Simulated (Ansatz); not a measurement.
The first iterations of a band of CH5SSb (8 atoms, charge 0, multiplicity 1).

The calculation used RKS B3LYP/def2-SVP in Ansatz.

```yaml
movable_images: 9
climbing_image: yes
spring: 5.0 eV/Å²
optimiser: quadratic models (default)
start_path: through a guess of the saddle point
force_threshold: 0.05 eV/Å
iteration_limit: 60
end_points: relaxed
```

First end point:

```xyz
8
Properties=species:S:1:pos:R:3
C -0.742 0.827 -0.401
Sb 1.361 0.193 -0.444
S 1.406 -0.940 1.769
H -0.843 1.631 0.342
H -1.398 -0.010 -0.129
H -1.024 1.210 -1.394
H 1.001 -1.235 -1.354
H 0.332 -1.735 1.556
```

Last end point:

```xyz
8
Properties=species:S:1:pos:R:3
C -1.010 1.092 -0.512
Sb 0.371 -0.382 -1.427
S 1.076 -1.144 0.987
H -0.490 1.839 0.104
H -1.825 0.621 0.055
H -1.452 1.613 -1.378
H 2.436 -1.193 1.043
H 0.986 -2.502 1.071
```

| iteration | highest image above the first end (eV) | largest band force component (eV/Å) |
| --- | --- | --- |
| 1 | 3.406 | 8.409 |
| 2 | 2.209 | 3.634 |
| 3 | 2.067 | 1.860 |
| 4 | 2.129 | 1.276 |
| 5 | 2.171 | 2.824 |
| 6 | 1.965 | 0.860 |
| 7 | 2.278 | 1.969 |
| 8 | 2.016 | 0.499 |

Does the band converge within its limit, and where does its top end?

It converged. It ended after 24 iterations with the highest image 1.859 eV above the first end. The profile has 2 maxima (images 5, 8) with wells between them (image 6): this band takes more than one step, which may be the mechanism or a detour left from its start path. A vibrational analysis at the climbing image gives one clearly imaginary mode, 257i cm⁻¹: a first-order saddle point. The orbitals stay closed-shell, which can raise the energy where a bond breaks towards radicals; this wasn't checked here.

Run time: 3 min on 2 threads of AMD EPYC 9R45 96-Core Processor (Zen 5), with other jobs on the host, peak memory 0.19 GiB.
